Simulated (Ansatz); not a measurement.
Gas-phase electronic energies from Ansatz, PBE0-D4/def2-TZVP geometries. CBS: MP2 limit from def2 TZ/QZ plus the TZ coupled-cluster correction, frozen cores. This one scheme is used for every species. Functionals use def2-TZVPP. B3LYP here is the variant with VWN-RPA as its local correlation; programs differ in this. One conformer a species, not always the lowest.

`CN[Si](F)(Cl)OC` + H–F → `CN[Si](F)(F)OC` + HCl  (ligand exchange at the Si–Cl bond)

| level | ΔE (kJ/mol) |
| --- | --- |
| PBE-D4 | -42.7 |
| B2PLYP | -58.6 |
| PBE | -48.5 |
| B3LYP | -63.0 |

(1) What does CCSD(T)/CBS give? (Best estimate.)

Largest T1 diagnostic among the species: 0.011.

Answers

(1) The calculation gave: -50.4 kJ/mol. The listed levels differ from it by 7.7, -8.2, 1.9, -12.6 kJ/mol.

In def2-TZVPP, CCSD(T) changes the Hartree–Fock value by +17.7 kJ/mol (the triples alone add +3.9 kJ/mol) and MP2 by +24.9 kJ/mol. The D4 term adds +9.3 kJ/mol with B3LYP and +5.3 kJ/mol with PBE0; it sums over pairs of atoms, weighted by their polarisabilities, and B3LYP, whose exchange is more repulsive, gets the larger term.
